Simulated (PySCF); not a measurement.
## Dipole moment and polarisability of `CN(C)[SiH2]C#N`

Compound: C3H8N2Si.
SMILES with atom numbers: `[CH3:1][N:2]([CH3:3])[SiH2:4][C:5]#[N:6]` (hydrogens: H7, H8, H9 on C1; H10, H11, H12 on C3; H13, H14 on Si4)

Cartesian coordinates in Å at the GFN2-xTB level; atoms count from 1:
```xyz
14
C3H8N2Si angstrom
C     -0.8357    1.2511   -0.5509
N     -0.4209   -0.0938   -0.2342
C     -1.1866   -0.6597    0.8496
Si     1.1237   -0.6978   -0.6717
C      2.5137   -0.1227    0.4575
N      3.3281    0.2540    1.1714
H     -1.9033    1.2604   -0.7890
H     -0.2823    1.6197   -1.4109
H     -0.6676    1.9342    0.2900
H     -2.2512   -0.6353    0.5999
H     -0.8902   -1.6921    1.0166
H     -1.0417   -0.1012    1.7819
H      1.4383   -0.1654   -1.9956
H      1.0748   -2.1519   -0.5368
```

Level: CAM-B3LYP/def2-SVPD (PySCF), static field, nuclei fixed, core orbitals frozen in the response. The polarisability tensor in these axes (au):

```
x   81.82 -0.02  3.76
y   -0.02 67.05  0.69
z    3.76  0.69 68.40
```

Task: Give the principal values, the mean and the anisotropy Δα = √{½[(α1 − α2)² + (α2 − α3)² + (α1 − α3)²]}.

Result: Principal values 66.53, 67.94 and 82.80 au; mean 72.42 au = 10.73 Å³ = 11.94 × 10⁻⁴⁰ C²·m²/J; Δα = 15.61 au (22 % of the mean).

Task: What is the dipole moment, and where does it point?

Result: (-3.57, -0.62, -1.73) D, 4.01 D in size, pointing from the negative to the positive side. Measured along this direction, the outermost atoms are N6 at the negative end and H10 and H7 at the positive end.

Task: Find the Langevin capture rate constant for NH4+ (18.034 u) meeting this molecule (100.046 u), k = 2.342 × 10⁻⁹ cm³/s × √(α in Å³ / reduced mass in u).

Result: The reduced mass is 15.28 u, so k = 1.96 × 10⁻⁹ cm³/s. The formula leaves out the permanent dipole, which adds to the capture rate.

Task: Refractivity n − 1 of an ideal gas of it at 298.15 K and 1 atm, from the electronic α?

Result: N = p/kT = 2.4615 × 10¹⁹ cm⁻³, so n − 1 = 2π × N × 10.73 × 10⁻²⁴ cm³ = 1660 × 10⁻⁶ at long wavelengths, for an ideal gas.

Task: In TDDFT the mean static polarisability is Σ f/ω² over all singlet excitations (ω in hartree). How much of it do the 8 lowest give? Their energies (eV) and oscillator strengths: 5.61, 0.0129; 6.28, 0.0004; 6.66, 0.0343; 7.09, 0.0007; 7.10, 0.0382; 7.49, 0.0100; 7.54, 0.0095; 7.56, 0.0005.

Result: They add up to 1.72 au, 2.4 % of the 72.42 au; the largest single term is 0.57 au, from the state at 6.66 eV. Terms in order: 0.30, 0.01, 0.57, 0.01, 0.56, 0.13, 0.12, 0.01 au. Higher excitations give the rest. The strengths listed sum to 0.107.

Isolated species at its GFN2-xTB geometry (one conformer only).
